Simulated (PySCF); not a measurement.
Gas-phase reaction: 2 GeHF3 + Ge2H6 + 2 F ⇌ 4 GeH2F2. Level: ωB97M-V/def2-TZVP†; standard pressure 1 bar.

Computed with PySCF and rigid-rotor harmonic-oscillator thermochemistry at 1 bar. † marks an energy on the PBE0/def2-TZVP geometry and frequencies. Open shells (unrestricted): F (multiplicity 2, electronic degeneracy 6); the rest are closed-shell singlets. Spin-orbit splitting is ignored; it lowers the true energy and changes the entropy of F. Ge: all electrons, no relativistic terms. GeHF3, GeH2F2: computed as isolated molecules; such fragments, hydroxides, amides, oligomers or adducts are transient or little studied in the gas. The harmonic model lacks anharmonicity and excited electronic states, which grow with temperature; levels with a mode under 35 cm⁻¹ are left out. Internal rotation in Ge2H6 is treated as a harmonic vibration of one conformer, which makes the entropy rough.

| T (K) | 1000/T (1/K) | log10 K |
|---|---|---|
| 1200 | 0.8333 | 27.37 |
| 1400 | 0.7143 | 22.53 |
| 1600 | 0.6250 | 18.89 |
| 1800 | 0.5556 | 16.05 |
| 2000 | 0.5000 | 13.77 |
| 2500 | 0.4000 | ? |

Problem. Fit log10 K = a + b·(1000/T) to the five rows, get the mean ΔH° and ΔS°, and predict log10 K at 2500 K.

Solution. Means: 1000/T = 0.6456, log10 K = 19.722. Sums of products about the means: Sxy = 2.84267, Sxx = 0.069675, so b = Sxy/Sxx = 40.80 and a = 19.722 − (40.80)×0.6456 = -6.62.
ΔH° = −R ln 10 × 1000 K × b = −19.145 × (40.80) = -781 kJ; ΔS° = R ln 10 × a = -127 J/K. The run's own values go from -778 kJ and -124 J/K at 1200 K to -790 kJ and -131 J/K at 2500 K.
Prediction at 2500 K: -6.62 + (40.80)×0.4000 = 9.70. The computed value is 9.65, 0.05 from the line.
For scale, ΔH°(298 K) is -764 kJ at this level, -766 kJ at ωB97X-V/def2-TZVP†, and runs from -899 to -501 kJ over the 19 levels computed.
